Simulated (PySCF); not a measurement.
**Working with the constants of RuN**

r²SCANh constants of RuN, ²Σ⁺ (doublet), unpaired electrons σ ↑ (Ru def2-TZVPPD with ECP28, N def2-TZVPPD; scalar-relativistic core potentials (PySCF 2.14); masses 101.9043 and 14.0031 u):

- ωe: 1254.7 cm⁻¹
- ωexe: 4.92 cm⁻¹
- Be: 0.57611 cm⁻¹
- αe: 0.00286 cm⁻¹
- De to Ru (4d7 5s1) + N: 4.28 eV

What force constant and bond length do these constants imply?

Reduced mass μred = 12.311 u; k = 5.8918×10⁻⁷·μred·ωe² (u, cm⁻¹, mdyn/Å) = 11.4 mdyn/Å; Re = √(16.8576/(μred·Be)) (u, cm⁻¹, Å) = 1.542 Å.

Estimate the centrifugal constant D from the Kratzer relation and find the Dunham coefficient a1.

D = 4Be³/ωe² = 4.86e-07 cm⁻¹; a1 = −1 − αeωe/(6Be²) = -2.80.

The metal atom is held in its measured ground configuration; semilocal functionals can put another filling of s and d lower by some tenths of an eV, and De to that atom would be smaller. Spin–orbit coupling is left out, which matters for elements this heavy, above all for dissociation energies. With d or f electrons several states lie close, and the lowest PBE0 determinant need not be the measured ground state.
